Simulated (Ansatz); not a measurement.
`F[SiH2]OC[SiH3]` + `[SiH3]C=S` → `[SiH3]C[SiH2]C=S` + `O[SiH2]F`  (formal exchange of groups at a C–O bond)

Isolated molecules relaxed with PBE0-D4/def2-TZVP in Ansatz; ΔE leaves out vibrations. CCSD(T)/CBS adds triple-zeta CCSD(T) − MP2 to the extrapolated MP2 energy (def2 sets, frozen cores). DFT in def2-TZVPP. One conformer a species, not always the lowest.

`F[SiH2]OC[SiH3]`:

Z-matrix (Å, degrees):
```
Si
O 1 1.626
F 1 1.597 2 110.9
H 1 1.483 2 110.5 3 -117.3
H 1 1.474 2 106.8 3 117.9
C 2 1.425 1 124.1 3 69.2
Si 6 1.891 2 109.0 1 162.0
H 6 1.096 2 110.1 1 -77.1
H 6 1.099 2 110.9 1 41.0
H 7 1.484 6 109.9 2 59.7
H 7 1.488 6 108.5 2 179.5
H 7 1.485 6 109.7 2 -60.9
```

`[SiH3]C=S`:

Cartesian coordinates in Å:
```
Si -0.731 -0.288 0.155
C 0.945 0.447 -0.278
S 2.324 0.018 0.435
H -0.570 -1.295 1.227
H -1.311 -0.904 -1.069
H -1.634 0.811 0.591
H 0.977 1.211 -1.061
```

`[SiH3]C[SiH2]C=S`:

Z-matrix (Å, degrees):
```
Si
C 1 1.874
H 1 1.488 2 109.3
H 1 1.487 2 111.0 3 119.8
H 1 1.486 2 111.0 3 -119.2
Si 2 1.859 1 113.8 3 73.3
H 2 1.095 1 109.1 3 -166.5
H 2 1.094 1 108.8 3 -49.0
C 6 1.885 2 110.5 1 79.4
H 6 1.491 2 112.8 1 -161.5
H 6 1.491 2 112.1 1 -40.2
S 9 1.612 6 124.2 2 7.4
H 9 1.095 6 117.6 2 -173.3
```

`O[SiH2]F`:

```xyz
6

O    -0.877   -0.867    0.312
Si    0.128    0.297   -0.224
F     1.532   -0.320   -0.666
H    -0.703   -1.279    1.159
H    -0.513    0.883   -1.416
H     0.433    1.287    0.835
```

Q: Is it downhill or uphill in electronic energy at CCSD(T)/CBS, and by how much? (Best estimate.)

A: Computed: Downhill: ΔE = -30.4 kcal/mol.

Q: What do these levels give: r2SCAN-D4, r2SCAN, HF/def2-TZVPP, MP2/def2-TZVPP, HF/CBS(def2), CCSD/CBS(def2)? (Best estimate.)

A: Computed: r2SCAN-D4 -30.2, r2SCAN -29.8, HF/def2-TZVPP -24.6, MP2/def2-TZVPP -32.1, HF/CBS(def2) -24.4, CCSD/CBS(def2) -29.8 kcal/mol.

Largest T1 diagnostic among the species: 0.015.

From PBE to PBE0 (25 % exact exchange), in def2-TZVPP and without D4, ΔE moves by −1.1 kcal/mol. The D4 term adds −2.1 kcal/mol with B3LYP and −1.2 kcal/mol with PBE0; it sums over pairs of atoms, weighted by their polarisabilities, and B3LYP, whose exchange is more repulsive, gets the larger term.

B3LYP here is the variant with VWN-RPA as its local correlation; programs differ in this.
